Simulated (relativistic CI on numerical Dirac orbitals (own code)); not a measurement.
## One change at a time: Lu³⁸⁺

Base calculation: Dirac-Coulomb-Breit CI, KLI orbitals optimised for each configuration, model QED, unscaled Slater integrals.

Configuration list (outside the closed core [Ar] 3d10): 4s²4p³, 4s4p⁴, 4s²4p²4d, 4p⁵, 4s4p³4d, 4s²4p²4f, 4s4p³4f, 4p⁴4d, 4s4p²4d², 4s²4p4d4f, 4p⁴4f, 4s²4p4d², 4s²4d³, 4s4p4d³, 4s²4d²4f, 4s4p4d²4f, 4p³4d², 4p²4d³, 4p²4d²4f. Double excitations out of closed p, d and f shells are left out; levels of such configurations are missing from the list, as are those of other unlisted configurations, and high levels can miss mixing partners.

Variants: (1) QED terms removed. Shifts of the energy above 4s²4p³ ²P°3/2, in cm⁻¹, for the lowest level and the first level of each name with at least 55 % of one term (blank where a level changes its place among those of its configuration and J or its character, or is not in the variant):

```tsv
Level	Base	Δ(1)
4s²4p³ ²P°3/2	0	0
4s²4p³ ²D°5/2	607202	-685
4s²4p³ ²P°1/2	661957	-678
4s²4p²4d ⁴D1/2	1716585	+940
4s²4p²4d ²G9/2	1890507	+454
4s²4p²4d ⁴F9/2	2478767	-182
```

At this charge energies of transitions that change n are usually good to better than 1 %, and those within a shell (Δn = 0) to a few per cent.

Ionisation energy from the two ground configurations alone: base 1746.88 eV. The NIST ASD value (theoretical) is 1747 eV.

LS names give the leading component of a level, which can be under half, so a name can repeat, a term be missing and a line seem to break the LS rules.
